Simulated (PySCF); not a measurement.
# A search over the determinants of TlP

Unrestricted PBE0; Tl x2c-TZVPPall, P x2c-TZVPPall; spin-free X2C with a Gaussian nucleus (PySCF 2.14). Outer shells of the fragments: Tl 5d10 6s2 6p1; P 3s2 3p3.

Followed along the bond (rough minima from three points):

| 2Ms+1 | unpaired | ⟨S²⟩ at the start | R at minimum (Å) | Te (eV) |
| --- | --- | --- | --- | --- |
| 3 | π ↑↑ | 2.01 | 2.71 | 0.00 |
| 3 | σ ↑, π ↑ | 2.01 | 2.51 | 0.28 |
| 1 | π ↑↓ | 1.01 | 2.70 | 0.30 |
| 1 | σ ↓, π ↑ | 1.02 | 2.49 | 0.50 |
| 1 | none | 0.00 | 2.69 | 1.35 |

Solutions found at the starting distance of 2.495 Å, counted from the lowest of them; the search is not exhaustive and high or unbound solutions are not listed, so other states can lie among these:

```csv
2Ms+1,unpaired,term,E (eV),⟨S²⟩,⟨Lz²⟩,μ (D)
3,π ↑↑,mixed,0.00,2.01,0.66,-1.80
3,"σ ↑, π ↑",mixed,0.13,2.01,1.68,-3.19
1,π ↑↓,mixed,0.30,1.01,2.69,-1.76
1,"σ ↓, π ↑",mixed,0.36,1.02,1.69,-3.20
1,none,mixed,1.34,0.00,2.67,-1.49
1,none,mixed,1.42,0.00,0.66,-4.33
5,"σ ↑, π ↑↑↑",mixed,2.11,6.01,1.67,1.09
3,"σ ↑, π ↑↑↓",mixed,2.67,3.02,3.70,1.03
3,"σ ↓, π ↑↑↑",mixed,2.73,3.02,1.67,1.11
3,π ↑↑,mixed,3.36,2.01,2.68,-0.93
```

A term symbol is given only where ⟨S²⟩ and ⟨Lz²⟩ are close to those of a pure state; real π, δ and φ orbitals otherwise mix terms. A positive dipole means Tl(−)P(+).

Compare the gap between the two lowest followed solutions at the starting distance with the gap between their minima.

At PBE0 the second solution (triplet, unpaired electrons σ ↑, π ↑) lies +0.13 eV from the first (triplet, unpaired electrons π ↑↑) at 2.495 Å and +0.28 eV at the minima; the two curves relax by different amounts, since their minima lie near 2.51 and 2.71 Å.

Spin–orbit coupling is left out, which matters for elements this heavy, above all for dissociation energies.
